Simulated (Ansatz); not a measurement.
`[NH2][Ge][N]([SiH3])[SiH3]` + H–F → `[F][Ge][N]([SiH3])[SiH3]` + NH₃ at 600 K and 1 bar (ligand exchange at a Ge–N bond).

Isolated molecules relaxed with PBE0-D4/def2-TZVP in Ansatz; ΔE leaves out vibrations. CCSD(T)/CBS is the MP2 limit (def2-TZVPP, def2-QZVPP) plus CCSD(T) − MP2 in def2-TZVPP, frozen cores. This one scheme is used for every species. For Ge outer-core shells are correlated without core-valence functions, which leaves a few kJ/mol of doubt a bond. Scalar relativity is left out up to krypton. One conformer a species, not always the lowest.

| species | CCSD(T)/CBS energy (Eh) | H − E (kJ/mol) | S (J/(mol·K)) |
| --- | --- | --- | --- |
| `[NH2][Ge][N]([SiH3])[SiH3]` | -2768.55865 | 297.4 | 525.4 |
| H–F | -100.39570 | 42.3 | 194.0 |
| `[F][Ge][N]([SiH3])[SiH3]` | -2812.46809 | 227.5 | 495.3 |
| NH₃ | -56.50880 | 112.4 | 219.5 |

H − E and S are ideal-gas, rigid-rotor, harmonic terms from PBE0-D4/def2-TZVP, for one conformer and one mirror image of each species. 1 Eh = 2625.50 kJ/mol, R = 8.31446 J/(mol·K).

Task: By hand: ΔE, ΔH, ΔS and ΔG.

Result: ΔE = (-2812.46809) + (-56.50880) − (-2768.55865) − (-100.39570) = -0.02254 Eh = -59.2 kJ/mol. Δ(H − E) = 227.5 + 112.4 − 297.4 − 42.3 = 0.2, so ΔH = -59.0 kJ/mol. ΔS = 495.3 + 219.5 − 525.4 − 194.0 = -4.6 J/(mol·K). ΔG = -59.0 − 600 × (-4.6)/1000 = -56.2 kJ/mol.

Task: By hand: the equilibrium constant, and the temperature at which ΔG would vanish if ΔH and ΔS stayed fixed.

Result: log₁₀ K = −ΔG/(RT ln 10) = 4.9. ΔG = 0 at ΔH/ΔS = 12826 K, far beyond where these terms or the molecules hold.

The number of gas molecules stays the same, so ΔS is small and ΔH decides. A doubt of 5 kJ/mol in ΔE shifts log₁₀ K by 0.4 here. Other conformers and mirror images would add mixing entropy, several J/(mol·K) or more a flexible species. Modes under 60 cm⁻¹, often nearly free rotors, make the harmonic entropy too high. These are equilibria of isolated gas molecules and say nothing of rates. Largest T1 diagnostic: 0.014 (customary marks: 0.02 for closed shells, 0.045 for open ones).
